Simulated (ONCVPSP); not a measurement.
# Varying the ONCV potential for gadolinium (Gd)

Base potential:

| Property | Result |
| --- | --- |
| Element | Gd |
| Generator | ONCVPSP 4.0.1 |
| Type | optimised norm-conserving Vanderbilt (ONCV) |
| Functional | PBE |
| Relativity | fully relativistic |
| Frozen core | [Kr] 4d10 |
| Valence charge | 18 |
| Reference configuration | 4f7 5s2 5p6 5d1 (charge +2) |
| Partial waves | 5s: rc 2.20 bohr, ncon 3, nbas 6, qcut 5.4 1/bohr, 1 projector; 5p: rc 1.95 bohr, ncon 4, nbas 9, qcut 7.8 1/bohr, 2 projectors, debl 2.2 Ha; 5d: rc 3.20 bohr, ncon 4, nbas 9, qcut 4.1 1/bohr, 2 projectors, debl 3.6 Ha; 4f: rc 0.85 bohr, ncon 4, nbas 9, qcut 18 1/bohr, local |
| Local potential | the f channel |
| Core correction | Teter function fitted to the true core (icmod 2), fcfact 0.65 |

Open shells are filled in proportion to 2j + 1.

Cutoffs, loose and tight: the cutoffs (Ha) at which the residual kinetic energy of the hardest occupied pseudo-wave falls to 1 and 0.1 mHa per electron. They do not see the model core or the augmentation charge, which bear on the density cutoff. Test errors are all-electron minus pseudo excitation energies from the reference, over the configurations 4f7 5s2 5p6 5d1 6s2; 4f7 5s2 5p6 5d1 6s1; 4f7 5s2 5p6 5d0; 4f7 5s2 5p6 5d0 6s2 6p1. A dash means not determined; rows that change the core or the reference have their own tests. The largest error is taken over the tests solved by every variant that gives reliable tests at all: 4f7 5s2 5p6 5d0; 4f7 5s2 5p6 5d1 6s1; 4f7 5s2 5p6 5d1 6s2.

A true bound ghost makes a file unfit for plane-wave use even where its test errors are small: the radial tests pick states by their node count and pass the ghost by.

```tsv
change	outcome	cutoff, loose	cutoff, tight	bound ghosts	GHOST(+) flags above zero	largest test error (meV)
base	generated, misses its reference levels by 0.44 eV	148 Ha	194 Ha	s, p3/2, d5/2, p1/2, d3/2	none	+35
f: qcut 11.1	generated, misses its reference levels by 0.44 eV	563 Ha	775 Ha	s, p3/2, d5/2, p1/2, d3/2	p3/2, p1/2	+376
f: qcut 14.3	generated, misses its reference levels by 0.44 eV	455 Ha	564 Ha	s, p3/2, d5/2, p1/2, d3/2	none	+137
f: qcut 21.1	generated, misses its reference levels by 0.44 eV	177 Ha	196 Ha	s, p3/2, d5/2, p1/2, d3/2	none	+201
f: qcut 23.7	generated, misses its reference levels by 0.44 eV	200 Ha	224 Ha	s, p3/2, d5/2, p1/2, d3/2	none	+329
f: qcut 26.3	generated, misses its reference levels by 0.44 eV	219 Ha	248 Ha	s, p3/2, d5/2, p1/2, d3/2	none	+414
```

Q: What comes out with this change to the base: f: qcut 18.7?

A: outcome: generated, misses its reference levels by 0.44 eV; cutoff, loose: 154 Ha; cutoff, tight: 170 Ha; bound ghosts: s, p3/2, d5/2, p1/2, d3/2; GHOST(+) flags above zero: none; largest test error (meV): +38.

Q: What comes out with this change to the base: f: qcut 15.9?

A: outcome: generated, misses its reference levels by 0.44 eV; cutoff, loose: 231 Ha; cutoff, tight: 479 Ha; bound ghosts: s, p3/2, d5/2, p1/2, d3/2; GHOST(+) flags above zero: none; largest test error (meV): -64.

Reading the sweep of the qcut of the f channel (base included, trends over the rows without a ghost): Bound ghosts are found at 11.1, 14.3, 15.9, 18, 18.7, 21.1, 23.7, 26.3 1/bohr. Every judged row has one, so this setting neither creates nor removes them.
